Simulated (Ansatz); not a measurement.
One change: `[O]=[Mo]([OH])([OH])([Cl])[Cl]` becomes `[O]=[Mo]([OH])([OH])([F])[Cl]`.

Ansatz, PBE0-D4/def2-TZVP geometries, multiplicity 1. Each molecule was computed in one conformer, which needn't be the lowest.

Elements past krypton have def2 core potentials.

```tsv
property	`[O]=[Mo]([OH])([OH])([Cl])[Cl]`
size of the dipole moment (ωB97M-V/def2-TZVPP) / D	1.80
HOMO energy (ωB97M-V/def2-TZVPP) / eV	-11.12
size of the dipole moment (B3LYP/def2-TZVPP) / D	1.91
HOMO–LUMO gap (B3LYP/def2-TZVPP) / eV	4.32
HOMO energy (B3LYP/def2-TZVPP) / eV	-8.56
LUMO energy (ωB97M-V/def2-TZVPP) / eV	-1.95
```

**Question.** Give the same properties after the change, and the shifts. (Estimate.)

**Answer.** Computed: 
```tsv
property	`[O]=[Mo]([OH])([OH])([F])[Cl]`	shift
size of the dipole moment (ωB97M-V/def2-TZVPP) / D	2.57	0.77
HOMO energy (ωB97M-V/def2-TZVPP) / eV	-11.65	-0.53
size of the dipole moment (B3LYP/def2-TZVPP) / D	2.63	0.72
HOMO–LUMO gap (B3LYP/def2-TZVPP) / eV	4.68	0.36
HOMO energy (B3LYP/def2-TZVPP) / eV	-9.13	-0.57
LUMO energy (ωB97M-V/def2-TZVPP) / eV	-2.09	-0.14
```

With PBE0 the HOMO falls by 0.56 eV and the LUMO falls by 0.19 eV, so the gap widens by about 0.37 eV. PBE moves the HOMO by -0.53 eV and ωB97M-V by -0.53 eV. Dipoles are sizes alone; their direction can turn.

B3LYP here is the variant with VWN-RPA as its local correlation; programs differ in this.
